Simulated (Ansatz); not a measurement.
Mulliken charges of `F[C@@H]1[O][Ge@H]1[SiH3]` from B3LYP/def2-TZVPP in Ansatz (PBE0-D4/def2-TZVP geometry).

```
atom   x (Å)   y (Å)   z (Å)  charge (e)
  F1   0.890  -2.976  -0.086      -0.206
  C2   0.603  -1.759   0.449       0.225
  O3  -0.719  -1.503   0.583      -0.398
 Ge4  -0.008  -0.338  -0.719       0.224
 Si5  -0.309   1.892   0.019       0.152
  H6   1.238  -1.597   1.323       0.091
  H7  -0.537  -0.804  -2.081       0.021
  H8   0.297   2.003   1.369      -0.037
  H9  -1.754   2.226   0.073      -0.032
 H10   0.382   2.804  -0.928      -0.040
```

By hand: the dipole of these point charges (1 e Å = 4.8032 D).

Σ q r = (0.321, 0.608, -0.211) e Å, of length 0.719 e Å = 3.45 D.

How does the dipole of the full density compare? (Best estimate.)

The calculation gave: (0.176, 0.643, -0.116) e Å, 3.25 D; the point charges give 1.06 times that, at 14° from its direction.

Point charges leave out the atoms' own dipoles, such as those of lone pairs, and Mulliken's split depends on the basis, so the close match here is no proof of good charges.

B3LYP here is the variant with VWN-RPA as its local correlation; programs differ in this.
